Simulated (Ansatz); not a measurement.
`C[SiH2]C=O` + `OC(F)F` → `C[SiH2]OC(F)F` + `C=O`  (ligand exchange at the Si–C bond)

Computed with Ansatz on PBE0-D4/def2-TZVP structures; ΔE is electronic, products minus reactants. CCSD(T)/CBS is the MP2 limit (def2-TZVPP, def2-QZVPP) plus CCSD(T) − MP2 in def2-TZVPP, frozen cores. This one scheme is used for every species. DFT in def2-TZVPP. One conformer a species, not always the lowest.

```csv
species,r2SCAN energy (Eh)
`C[SiH2]C=O`,-444.47692
`OC(F)F`,-314.22919
`C[SiH2]OC(F)F`,-644.25640
`C=O`,-114.48630
```

(1) Work out ΔE.

Largest T1 diagnostic among the species: 0.015.

Answers

(1) ΔE = (-644.25640) + (-114.48630) − (-444.47692) − (-314.22919) = -0.03659 Eh = -96.1 kJ/mol. CCSD(T)/CBS gives -101.6 kJ/mol.

In def2-TZVPP, CCSD(T) changes the Hartree–Fock value by +14.4 kJ/mol (the triples alone add +2.5 kJ/mol) and MP2 by +10.2 kJ/mol. From PBE to PBE0 (25 % exact exchange), in def2-TZVPP and without D4, ΔE moves by −7.7 kJ/mol.
